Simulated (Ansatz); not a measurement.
Gas-phase electronic energies from Ansatz, PBE0-D4/def2-TZVP geometries. CCSD(T)/CBS adds triple-zeta CCSD(T) − MP2 to the extrapolated MP2 energy (def2 sets, frozen cores). Functionals use def2-TZVPP. B3LYP here is the variant with VWN-RPA as its local correlation; programs differ in this. One conformer a species, not always the lowest.

Reaction (isomerisation): `CSC[SiH2]O` → `COCS[SiH3]`

`CSC[SiH2]O`:

Z-matrix (Å, degrees):
```
C
S 1 1.798
H 1 1.091 2 110.6
H 1 1.090 2 106.6 3 118.1
H 1 1.090 2 112.2 3 -122.8
C 2 1.813 1 100.9 3 61.9
Si 6 1.881 2 110.5 1 74.5
H 6 1.094 2 110.1 1 -52.9
H 6 1.094 2 105.1 1 -168.0
O 7 1.644 6 108.3 2 45.8
H 7 1.484 6 111.5 2 163.9
H 7 1.490 6 109.3 2 -76.0
H 10 0.964 7 112.6 6 -34.9
```

`COCS[SiH3]`:

Z-matrix (Å, degrees):
```
C
O 1 1.409
H 1 1.089 2 106.9
H 1 1.098 2 110.9 3 -119.1
H 1 1.095 2 111.2 3 119.6
C 2 1.384 1 114.1 3 177.8
S 6 1.840 2 115.1 1 68.8
H 6 1.097 2 112.1 1 -50.6
H 6 1.090 2 106.9 1 -170.7
Si 7 2.133 6 97.9 2 55.6
H 10 1.484 7 105.8 6 166.1
H 10 1.485 7 112.7 6 -74.8
H 10 1.487 7 109.7 6 46.9
```

CCSD(T)/CBS gives +152.2 kJ/mol.

Task: Another level gave +145.3 kJ/mol. Which?
A. B2PLYP/def2-TZVPP
B. B3LYP-D4/def2-TZVPP
C. PBE/def2-TZVPP
D. MP2/def2-TZVPP

Result: A. B2PLYP 145.3, B3LYP-D4 140.0, MP2/def2-TZVPP 155.7, PBE 133.4 kJ/mol.

Largest T1 diagnostic among the species: 0.012.

From PBE to PBE0 (25 % exact exchange), in def2-TZVPP and without D4, ΔE moves by +6.4 kJ/mol. In def2-TZVPP, CCSD(T) changes the Hartree–Fock value by +5.5 kJ/mol (the triples alone add −1.2 kJ/mol) and MP2 by +15.9 kJ/mol.
